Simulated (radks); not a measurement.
Spherical quantum dot in the effective-mass picture: electrons in a hard-walled sphere of radius 5.25, with a point charge +2 (a donor) at the centre, all in effective atomic units (hartree* = m*/eps^2 hartree, bohr* = eps/m* bohr), one dielectric constant everywhere. Calculated with a radial shooting solver with Libxc functionals: non-relativistic Kohn-Sham, LDA (Slater exchange, Perdew-Wang correlation), spin-polarised, spherical densities. Levels are named by radial order and angular momentum (1s, 1p, 1d, 2s, ...), and open shells are averaged over m.

N = 21, configuration 1s2 1p6 1d10 2s2 1f(up 1, down 0). This is the lowest configuration that the search found. Occupied and some empty levels:

level,occupation,eigenvalue (hartree*),<r> (bohr*)
1s up,1,4.5696,1.998
1s down,1,4.5726,1.935
2s up,1,4.7446,2.696
1p up,3,4.7450,3.722
2s down,1,4.7503,2.755
1p down,3,4.7536,3.718
1d up,5,4.9042,3.835
1d down,5,4.9131,3.834
1f up,1,5.1225,3.926
1f down,0,5.1317,3.925
1g up,0,5.3962,4.002
1g down,0,5.4055,4.002
2p up,0,5.5866,2.594
2p down,0,5.5901,2.592
2d up,0,5.9970,2.963
2d down,0,6.0017,2.961

Energy (hartree*): total 47.0548, kinetic 14.623, external -17.088, Hartree 56.384, exchange-correlation -6.8644.
